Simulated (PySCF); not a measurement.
Frontier levels across methods

CH₃BCl₂OSi.
Z-matrix (Å and degrees, PBE0-D3(BJ)/def2-SVP geometry), rows numbered from 1:
```
O 
C   1  1.2057
Si  2  1.9422  1  120.93
B   3  2.0196  2  102.95  1    -0.24
Cl  4  1.7450  3  120.40  2    86.63
Cl  4  1.7448  3  120.44  2   -90.21
H   2  1.1259  1  119.87  3  -179.89
H   3  1.4960  2  108.30  1   120.83
H   3  1.4959  2  108.21  1  -121.43
```

Basis pcSseg-2 throughout (PySCF), one geometry. The structure is a single PBE0-D3(BJ)/def2-SVP conformer in the gas phase; no vibrational or solvent corrections.

How do the orbital energies, the gap and the dipole change with the method?

```json
{"method": "BLYP", "kind": "GGA", "HOMO (eV)": "-5.76", "LUMO (eV)": "-3.07", "gap (eV)": "2.69", "μ (D)": "2.14", "SCF cycles": "16"}
{"method": "OPBE", "kind": "GGA", "HOMO (eV)": "-5.82", "LUMO (eV)": "-3.17", "gap (eV)": "2.65", "μ (D)": "2.05", "SCF cycles": "17"}
{"method": "PBE", "kind": "GGA", "HOMO (eV)": "-5.85", "LUMO (eV)": "-3.26", "gap (eV)": "2.59", "μ (D)": "2.09", "SCF cycles": "16"}
{"method": "B97-D", "kind": "GGA", "HOMO (eV)": "-5.87", "LUMO (eV)": "-3.08", "gap (eV)": "2.79", "μ (D)": "2.17", "SCF cycles": "17"}
{"method": "BP86", "kind": "GGA", "HOMO (eV)": "-5.96", "LUMO (eV)": "-3.33", "gap (eV)": "2.63", "μ (D)": "2.12", "SCF cycles": "16"}
{"method": "LDA", "kind": "LDA", "HOMO (eV)": "-5.98", "LUMO (eV)": "-3.49", "gap (eV)": "2.49", "μ (D)": "2.20", "SCF cycles": "16"}
{"method": "KT2", "kind": "GGA", "HOMO (eV)": "-6.01", "LUMO (eV)": "-3.27", "gap (eV)": "2.74", "μ (D)": "2.18", "SCF cycles": "18"}
{"method": "KT3", "kind": "GGA", "HOMO (eV)": "-6.02", "LUMO (eV)": "-3.20", "gap (eV)": "2.82", "μ (D)": "2.16", "SCF cycles": "17"}
{"method": "B97-2", "kind": "global hybrid", "HOMO (eV)": "-7.03", "LUMO (eV)": "-2.38", "gap (eV)": "4.65", "μ (D)": "2.39", "SCF cycles": "13"}
{"method": "B3LYP", "kind": "global hybrid", "HOMO (eV)": "-7.08", "LUMO (eV)": "-2.54", "gap (eV)": "4.54", "μ (D)": "2.41", "SCF cycles": "14"}
{"method": "PBE0", "kind": "global hybrid", "HOMO (eV)": "-7.29", "LUMO (eV)": "-2.39", "gap (eV)": "4.90", "μ (D)": "2.40", "SCF cycles": "14"}
{"method": "mPW1PW91", "kind": "global hybrid", "HOMO (eV)": "-7.33", "LUMO (eV)": "-2.39", "gap (eV)": "4.93", "μ (D)": "2.41", "SCF cycles": "14"}
{"method": "CAM-B3LYP", "kind": "range-separated hybrid", "HOMO (eV)": "-8.69", "LUMO (eV)": "-1.24", "gap (eV)": "7.45", "μ (D)": "2.59", "SCF cycles": "13"}
{"method": "BHandHLYP", "kind": "global hybrid", "HOMO (eV)": "-8.70", "LUMO (eV)": "-1.33", "gap (eV)": "7.37", "μ (D)": "2.74", "SCF cycles": "13"}
{"method": "wB97X-D", "kind": "range-separated hybrid", "HOMO (eV)": "-9.16", "LUMO (eV)": "-0.57", "gap (eV)": "8.59", "μ (D)": "2.53", "SCF cycles": "14"}
{"method": "LC-wPBE", "kind": "range-separated hybrid", "HOMO (eV)": "-9.96", "LUMO (eV)": "-0.17", "gap (eV)": "9.79", "μ (D)": "2.64", "SCF cycles": "15"}
{"method": "HF", "kind": "Hartree–Fock", "HOMO (eV)": "-10.87", "LUMO (eV)": "1.17", "gap (eV)": "12.04", "μ (D)": "3.13", "SCF cycles": "12"}
```

The HOMO spans 5.11 eV, from BLYP down to HF, and the gap runs from 2.49 eV (LDA) to 12.04 eV (HF). Over the methods BLYP (0 %), OPBE (0 %), PBE (0 %), B97-D (0 %), BP86 (0 %), LDA (0 %), KT2 (0 %), KT3 (0 %), B97-2 (21 %), B3LYP (20 %), PBE0 (25 %), mPW1PW91 (25 %), BHandHLYP (50 %), HF (100 %), a straight line through the gap against the share of exact exchange rises by 0.94 eV for each 10 % (correlation coefficient 0.999). The dipole ranges from 2.05 D (OPBE) to 3.13 D (HF). This basis has no diffuse functions.
